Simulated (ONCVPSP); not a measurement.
## Potentials for bromine compared

Generated with ld1.x 7.5 (TM, RRKJ, ultrasoft, PAW), atompaw 4.2 or ONCVPSP 4.0.1. The cutoff is in Ry: for ld1.x and atompaw files where the sum of valence levels is converged to 10 mRy in a Bessel basis, for ONCV files where the hardest occupied wave has 1 mHa per electron of residual kinetic energy. The error is the largest all-electron minus pseudo excitation energy over each file’s own four to seven test configurations (ionisations up to +4, promotions, holes and added fractions of an electron), all of which were solved. The labels leave out finer settings (local radius, basis sizes, second energies), which also bear on the numbers. Spin-polarised tests are not counted. The rows are a selection from randomly drawn settings: files with unsolved tests, undetermined cutoffs or missed reference levels are left out.

| potential | cutoff (Ry) | largest error (meV) | bound ghosts |
| --- | --- | --- | --- |
| ONCV, LDA (Perdew-Wang 92), fully relativistic, rc 1.45/1.75/1.50 (spd), local smoothed, core correction no, reference 4s2 4p5, qcut 4.9/4.6/5.5, projectors 1/1/1 | 25 | +230 | none |
| ONCV, revPBE, scalar-relativistic, rc 0.95/0.95/0.85 (spd), local smoothed, core correction yes, reference 3s2 3p6 3d10 4s2 4p3, qcut 10.8/17.2/18.9, projectors 2/2/2 | 284 | -118 | none |
| ONCV, PBEsol, scalar-relativistic, rc 1.35/1.80 (sp), local smoothed, core correction yes, reference 4s2 4p5, qcut 4.6/4.4, projectors 1/2 | 40 | -27 | none |
| ONCV, PBE, scalar-relativistic, rc 0.90/0.95/0.90 (spd), local smoothed, core correction no, reference 3s2 3p6 3d10 4s1 4p6, qcut 13.9/14.7/14.5, projectors 2/2/2 | 212 | +271 | none |
| ONCV, PBE, scalar-relativistic, rc 1.00/0.80/0.90 (spd), local smoothed, core correction no, reference 3s2 3p6 3d10 4s2 4p4, qcut 15/18.6/16.2, projectors 2/2/2 | 234 | -5.8 | none |
| ONCV, LDA (Perdew-Zunger), scalar-relativistic, rc 0.90/1.00/0.55 (spd), local d, core correction yes, reference 3s2 3p6 3d10 4s2 4p4, qcut 16.5/15.1/18.6, projectors 2/2/0 | 1467 | +8.2 | none |

Task: Fill in the row for Br: ONCV, LDA (Perdew-Wang 92), scalar-relativistic, rc 0.95/1.00/1.10 (spd), local smoothed, core correction no, reference 3s2 3p6 3d10 4s2 4p4, qcut 13.5/10.7/19.5, projectors 2/3/2.

Result: cutoff 238 Ry, largest error -457 meV, bound ghosts: none.
